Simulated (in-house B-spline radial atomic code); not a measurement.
## Mg5+: [He] 2s2 (2p1/2)1 (2p3/2)1 (6f7/2)1 (an excited or competing configuration)

Computed with an all-electron radial atomic-structure program (B-spline basis): Dirac-Hartree-Fock, average of the jj configuration, Fermi nucleus of rms radius 3.057 fm.

Z_r = [3n² - l(l+1)]/(2<r>); Z_e = n√(-2ε); the last column is Slater's effective charge. Values are occupation-weighted means over j.

```csv
shell,electrons,ε (eV),<r> (bohr),Z_r,Z_e,Slater
1s,2,-1528.6,0.1296,11.57,10.60,11.70
2s,2,-243.17,0.6083,9.86,8.46,9.25
2p,2,-219.51,0.5454,9.17,8.03,9.25
6f,1,-13.63,7.98,6.02,6.01,6.00
```

The least bound orbital is 6f7/2 at -13.63 eV, and it is also the most diffuse (<r> = 7.98 bohr).

For the 1s electron the small component carries 0.181 % of the norm, the zero-frequency Breit interaction raises the level by 0.6569 eV, self-energy by 0.2788 eV, and vacuum polarisation lowers it by 0.01615 eV.
